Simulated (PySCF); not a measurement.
Barium: a sound run and one with changed settings

Sound run: Ba [Xe] 6s2, Ba⁺ [Xe] 6s1. Computed with PySCF 2.14 in cc-pVDZ-X2C (7s6p4d, 45 functions), with scalar relativity by spin-free X2C-1e. The sound run starts from symmetry-adapted Hartree-Fock orbitals and uses a fine grid where one is needed.

Changed run: 6 angular points. This setting is unsound on purpose.

```csv
species,method,sound run (hartree),changed run (hartree),converged
Ba,UHF,-8131.63537,-8131.63537,yes
Ba,BP86,-8135.65677,-8135.92992,yes
Ba,M06-L,-8134.53585,-8134.93280,yes
Ba⁺,UHF,-8131.47815,-8131.47815,yes
Ba⁺,BP86,-8135.45918,-8135.72995,yes
Ba⁺,M06-L,-8134.33951,-8134.73514,no
```

Ionisation energy of Ba:

```csv
method,sound run (eV),changed run (eV)
UHF,4.278,4.278
BP86,5.377,5.442
```

A coarse angular grid integrates products of high-l functions wrongly, so density functionals can shift, and the SCF can exploit the error; Hartree-Fock and MP2 need no grid.

For comparison, NIST gives 5.212 eV between the lowest levels.
